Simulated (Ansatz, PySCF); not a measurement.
Breaking a bond: MgO, singlet.

Computed with: UHF/cc-pVTZ (PySCF); RHF/cc-pVTZ (PySCF); UKS-TPSSh = unrestricted TPSSh/cc-pVTZ in PySCF; RKS-TPSSh = restricted TPSSh/cc-pVTZ (PySCF); UKS-CAM-B3LYP = unrestricted CAM-B3LYP/cc-pVTZ in PySCF 2.14.0; RKS-CAM-B3LYP = restricted CAM-B3LYP/cc-pVTZ (PySCF 2.14.0); UKS-BHandHLYP = PySCF with unrestricted BHandHLYP/cc-pVTZ; RKS-BHandHLYP = restricted BHandHLYP/cc-pVTZ run with PySCF; UKS-PBE = Ansatz (an electronic-structure program) with unrestricted PBE/cc-pVTZ; RKS-PBE = restricted PBE/cc-pVTZ (Ansatz); UKS-B3LYP/6-31G* = unrestricted B3LYP/6-31G*, spherical d (PySCF); RKS-B3LYP/6-31G* = restricted B3LYP/6-31G*, spherical d (PySCF 2.14.0); UKS-B3LYP/3-21G = unrestricted B3LYP/3-21G (PySCF); RKS-B3LYP/3-21G = restricted B3LYP/3-21G in PySCF 2.14.0; UKS-B3LYP/LANL2DZ = unrestricted B3LYP/LANL2DZ, with its core potentials past Ne run with PySCF 2.14.0; RKS-B3LYP/LANL2DZ = restricted B3LYP/LANL2DZ, with its core potentials past Ne run with PySCF.

Scanned distances (Å): 1.38, 1.49, 1.56, 1.64, 1.67, 1.73, 1.78, 1.85, 1.91, 2.03, 2.16, 2.36, 2.61, 2.87, 3.14, 3.50, 3.83, 4.22, 4.66, 5.20, 6.03, 6.87.

**Question.** Where does the unrestricted solution first break spin symmetry (<S²> of 0.01 or more)?

**Answer.** UHF: already at 1.38 Å; UKS-TPSSh: already at 1.38 Å; UKS-CAM-B3LYP: already at 1.38 Å; UKS-BHandHLYP: already at 1.38 Å; UKS-PBE: already at 1.38 Å; UKS-B3LYP/6-31G*: already at 1.38 Å; UKS-B3LYP/3-21G: already at 1.38 Å; UKS-B3LYP/LANL2DZ: already at 1.38 Å.

| R / Å | <S²> UHF | E(RHF) − E(UHF) / kJ/mol | <S²> UKS-TPSSh | E(RKS-TPSSh) − E(UKS-TPSSh) / kJ/mol | <S²> UKS-CAM-B3LYP | E(RKS-CAM-B3LYP) − E(UKS-CAM-B3LYP) / kJ/mol | <S²> UKS-BHandHLYP | E(RKS-BHandHLYP) − E(UKS-BHandHLYP) / kJ/mol | <S²> UKS-PBE | E(RKS-PBE) − E(UKS-PBE) / kJ/mol | <S²> UKS-B3LYP/6-31G* | E(RKS-B3LYP/6-31G*) − E(UKS-B3LYP/6-31G*) / kJ/mol | <S²> UKS-B3LYP/3-21G | E(RKS-B3LYP/3-21G) − E(UKS-B3LYP/3-21G) / kJ/mol | <S²> UKS-B3LYP/LANL2DZ | E(RKS-B3LYP/LANL2DZ) − E(UKS-B3LYP/LANL2DZ) / kJ/mol |
|---|---|---|---|---|---|---|---|---|---|---|---|---|---|---|---|---|
| 1.38 | 0.96 | 183.6 | 0.37 | 10.1 | 0.46 | 11.5 | 0.71 | 39.1 | 0.11 | 0.6 | 0.37 | 7.6 | 0.46 | 11.9 | 0.49 | 15.9 |
| 1.49 | 0.95 | 181.4 | 0.34 | 8.4 | 0.45 | 10.9 | 0.71 | 38.0 | 0.08 | 0.3 | 0.36 | 7.0 | 0.42 | 9.2 | 0.46 | 13.3 |
| 1.56 | 0.95 | 186.3 | 0.35 | 8.6 | 0.48 | 12.5 | 0.72 | 41.0 | 0.08 | 0.3 | 0.38 | 7.7 | 0.41 | 8.7 | 0.47 | 13.4 |
| 1.64 | 1.01 | 207.6 | 0.00 | 0.0 | 0.00 | 0.0 | 1.00 | 36.1 | 0.10 | 0.4 | 0.41 | 9.3 | 0.43 | 9.3 | 0.49 | 14.7 |
| 1.67 | 1.01 | 218.3 | 0.00 | 0.0 | 0.00 | 0.0 | 1.00 | 46.2 | 0.11 | 0.5 | 0.43 | 10.2 | 0.44 | 9.7 | 0.50 | 15.4 |
| 1.73 | 1.01 | 237.4 | 0.47 | 12.5 | 0.67 | 22.1 | 1.00 | 64.9 | 0.18 | 1.2 | 0.52 | 12.5 | 0.58 | 12.2 | 0.55 | 17.4 |
| 1.78 | 1.01 | 251.0 | 0.61 | 16.4 | 0.85 | 29.9 | 1.00 | 78.9 | 0.26 | 2.6 | 0.67 | 16.9 | 0.77 | 17.9 | 0.70 | 21.4 |
| 1.85 | 1.01 | 266.3 | 0.81 | 25.6 | 1.00 | 46.8 | 1.00 | 96.1 | 0.39 | 5.6 | 0.87 | 27.1 | 1.01 | 32.6 | 0.90 | 32.1 |
| 1.91 | 1.01 | 275.8 | 0.96 | 36.5 | 1.00 | 61.2 | 1.00 | 108.9 | 0.51 | 9.3 | 1.00 | 39.2 | 1.01 | 46.5 | 1.00 | 44.9 |
| 2.03 | 1.01 | 285.6 | 1.00 | 60.6 | 1.00 | 85.3 | 1.00 | 128.6 | 0.77 | 20.4 | 1.00 | 62.5 | 1.01 | 70.1 | 1.01 | 68.5 |
| 2.16 | 1.01 | 284.5 | 1.00 | 81.7 | 1.00 | 104.9 | 1.00 | 142.3 | 0.99 | 37.7 | 1.00 | 82.0 | 1.01 | 89.9 | 1.01 | 88.3 |
| 2.36 | 1.01 | 266.1 | 1.01 | 104.9 | 1.01 | 123.5 | 1.01 | 150.9 | 1.01 | 63.8 | 1.01 | 101.9 | 1.01 | 110.5 | 1.01 | 108.2 |
| 2.61 | 1.01 | 227.4 | 1.01 | 122.0 | 1.01 | 133.2 | 1.02 | 149.6 | 1.01 | 86.6 | 1.01 | 116.3 | 1.02 | 125.4 | 1.01 | 119.9 |
| 2.87 | 1.20 | 213.1 | 1.02 | 132.2 | 1.03 | 137.6 | 1.05 | 149.7 | 1.01 | 103.4 | 1.02 | 126.9 | 1.02 | 137.1 | 1.02 | 125.2 |
| 3.14 | 1.14 | 221.3 | 1.03 | 140.6 | 1.04 | 143.5 | 1.05 | 156.7 | 1.01 | 116.9 | 1.02 | 136.8 | 1.02 | 148.4 | 1.03 | 130.6 |
| 3.50 | 1.06 | 230.5 | 1.03 | 150.8 | 1.03 | 153.5 | 1.03 | 169.6 | 1.01 | 130.5 | 1.02 | 148.3 | 1.01 | 161.3 | 1.02 | 138.5 |
| 3.83 | 1.03 | 235.4 | 1.02 | 158.7 | 1.02 | 162.6 | 1.01 | 180.6 | 1.01 | 139.4 | 1.01 | 156.5 | 1.01 | 170.2 | 1.39 | — |
| 4.22 | 1.01 | 238.2 | 1.01 | 165.9 | 1.01 | 172.0 | 1.01 | 190.7 | 1.01 | 146.5 | 1.01 | 163.7 | 1.00 | 177.8 | 1.55 | — |
| 4.66 | 1.01 | 239.7 | 1.01 | 171.5 | 1.00 | 180.4 | 1.00 | 198.3 | 1.00 | 151.5 | 1.00 | 169.2 | 1.00 | 183.6 | 1.64 | — |
| 5.20 | 1.01 | 240.3 | 1.01 | 175.8 | 1.00 | 187.6 | 1.00 | 203.7 | 1.00 | 155.2 | 1.00 | 173.4 | 1.00 | 187.6 | 1.70 | — |
| 6.03 | 1.01 | 240.3 | 1.00 | 179.6 | 1.00 | 193.5 | 1.00 | 207.1 | 1.00 | 158.6 | 1.00 | 177.1 | 1.00 | 190.9 | 1.75 | — |
| 6.87 | 1.01 | 240.3 | 1.00 | 181.7 | 1.00 | 196.0 | 1.00 | 208.1 | 1.00 | 160.8 | 1.00 | 179.1 | 1.00 | 192.6 | 1.77 | — |

Dashes: no converged value, or the column stops at the first point that the program doubted or that broke a chosen test of continuity, which isn't proof of a fault.
